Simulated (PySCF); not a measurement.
# Static response to an electric field

InCl2(CH2SiH3), CH5Cl2InSi.
Cartesian coordinates in Å at the PBE0-D3(BJ)/def2-SVP level; atoms count from 1:
```xyz
10
CH5Cl2InSi angstrom
In     0.955    1.407   -0.614
Cl     3.292    1.431   -0.422
Cl     0.071    3.575   -0.632
C     -0.216   -0.376   -0.748
Si    -0.746   -1.061    0.924
H     -1.097   -0.136   -1.365
H      0.404   -1.110   -1.288
H      0.459   -1.344    1.762
H     -1.597   -0.060    1.636
H     -1.525   -2.325    0.748
```

Level: wB97X-D/def2-SVPD (PySCF), static field, nuclei fixed, core orbitals frozen in the response. The polarisability tensor in these axes (au):

```
x   110.69   7.98  -3.61
y     7.98 116.93  -7.76
z    -3.61  -7.76  83.62
```

**Question.** What are the eigenvalues, a third of the trace, and Δα (Δα² = ½Σ(αi − αj)² over the three pairs)?

**Answer.** Principal values 81.78, 105.31 and 124.14 au; mean 103.75 au = 15.37 Å³ = 17.11 × 10⁻⁴⁰ C²·m²/J; Δα = 36.76 au (35 % of the mean).

**Question.** What is the dipole moment, and where does it point?

**Answer.** (-2.06, -3.13, -0.70) D, 3.81 D in size, pointing from the negative to the positive side. Measured along this direction, the outermost atoms are Cl2 and Cl3 at the negative end and H10 at the positive end.

**Question.** What would n − 1 = 2πNα be for an ideal gas of these molecules at 298.15 K and 1 atm, electronic part alone?

**Answer.** N = p/kT = 2.4615 × 10¹⁹ cm⁻³, so n − 1 = 2π × N × 15.37 × 10⁻²⁴ cm³ = 2378 × 10⁻⁶ at long wavelengths, for an ideal gas.

**Question.** In TDDFT the mean static polarisability is Σ f/ω² over all singlet excitations (ω in hartree). How much of it do the 10 lowest give? Their energies (eV) and oscillator strengths: 5.80, 0.0507; 5.84, 0.0338; 5.85, 0.1599; 5.92, 0.0002; 6.15, 0.0002; 6.27, 0.0299; 6.47, 0.0099; 6.64, 0.0491; 6.88, 0.0384; 7.00, 0.2670.

**Answer.** They add up to 11.51 au, 11.1 % of the 103.75 au; the largest single term is 4.04 au, from the state at 7.00 eV. Terms in order: 1.11, 0.73, 3.46, 0.00, 0.00, 0.56, 0.18, 0.82, 0.60, 4.04 au. Higher excitations give the rest. The strengths listed sum to 0.639.

**Question.** Rayleigh depolarisation ratio (linearly polarised light, static tensor)?

**Answer.** ρ = 3Δα²/(45ᾱ² + 4Δα²) = 4053.0/(484350 + 5404.0) = 0.00828.

**Question.** Find the Langevin capture rate constant for H3O+ (19.018 u) meeting this molecule (229.858 u), k = 2.342 × 10⁻⁹ cm³/s × √(α in Å³ / reduced mass in u).

**Answer.** The reduced mass is 17.57 u, so k = 2.19 × 10⁻⁹ cm³/s. The formula leaves out the permanent dipole, which adds to the capture rate.

Geometry: PBE0-D3(BJ)/def2-SVP, one conformer, isolated molecule. Atoms past krypton carry effective core potentials; spin–orbit coupling is left out.
